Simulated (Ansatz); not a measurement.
The lowest singlet and triplet of C4H6 (SMILES C=CC=C); geometries from B3LYP-D3(BJ)/def2-TZVP, each state relaxed from the structure named, with no frequency check.
Singlet (charge 0, multiplicity 1):
```xyz
10

C      1.3112     1.1224     0.6454
C      0.5094     0.0645     0.5130
C     -0.5094    -0.0645    -0.5130
C     -1.3112    -1.1224    -0.6454
H      1.2425     1.9693    -0.0276
H      2.0577     1.1757     1.4263
H      0.6044    -0.7680     1.2047
H     -0.6044     0.7680    -1.2047
H     -2.0577    -1.1757    -1.4263
H     -1.2425    -1.9693     0.0276
```

| level | gap E(singlet) − E(triplet), vertical, at the singlet's geometry (kcal/mol) | cost |
|---|---|---|
| U-HF/cc-pVDZ (spin-contaminated) | -63.64 | - |
| R-HF/cc-pVTZ | -61.18 | - |
| U-SVWN5/def2-TZVPP | -79.44 | ×0.8 |
| U-B3LYP/def2-TZVPP | -75.92 | ×2 |
| U-PBE0/def2-TZVPP | -74.18 | ×2 |
| R-wB97X-V/def2-TZVPP | -80.52 | ×6 |
| R-MP2/cc-pVDZ | -93.49 | - |
| U-SCS-MP2/cc-pVDZ (spin-contaminated) | -81.46 | - |
| R-CCSD/cc-pVTZ | -80.30 | - |
| U-CCSD/cc-pVTZ (spin-contaminated) | -79.20 | - |
| R-CCSD(T)/cc-pVTZ | -81.47 | ×60 |
| SC-NEVPT2 on SA-CASSCF(4,4)/cc-pVTZ | -81.33 | - |
| FIC-NEVPT4(SD) on SA-CASSCF(4,4)/cc-pVDZ | -79.76 | - |
| FIC-MRCISD+Q on SA-CASSCF(4,4)/cc-pVDZ | -79.89 | - |

The rows run from -93.49 (R-MP2/cc-pVDZ) to -61.18 kcal/mol (R-HF/cc-pVTZ). In cc-pVTZ the value moves R-HF -61.18, R-CCSD -80.30, R-CCSD(T) -81.47, a shift of -20.29 from R-HF to R-CCSD(T).

A positive gap puts the triplet lower; no zero-point energy. R- takes a restricted singlet. U- takes an unrestricted singlet (broken symmetry where lower, unprojected). The triplet is unrestricted in single-reference levels. Active spaces average the two states.

Cores are frozen in the correlated methods.

Doubts at one or more of the structures used: a restricted determinant that unrestricted orbitals would lower (R-HF/cc-pVTZ, R-MP2/cc-pVDZ, R-CCSD/cc-pVTZ, R-CCSD(T)/cc-pVTZ); a spin-contaminated determinant (R-HF/cc-pVTZ, R-MP2/cc-pVDZ, R-CCSD/cc-pVTZ, R-CCSD(T)/cc-pVTZ).

Run with Ansatz (a program for electronic structure). Values without a source in brackets are computed.

Costs are rough ratios of core time to R-PBE/def2-TZVPP (about 5 s over the structures, on one shared machine); a dash marks a level with no comparable run of its own.
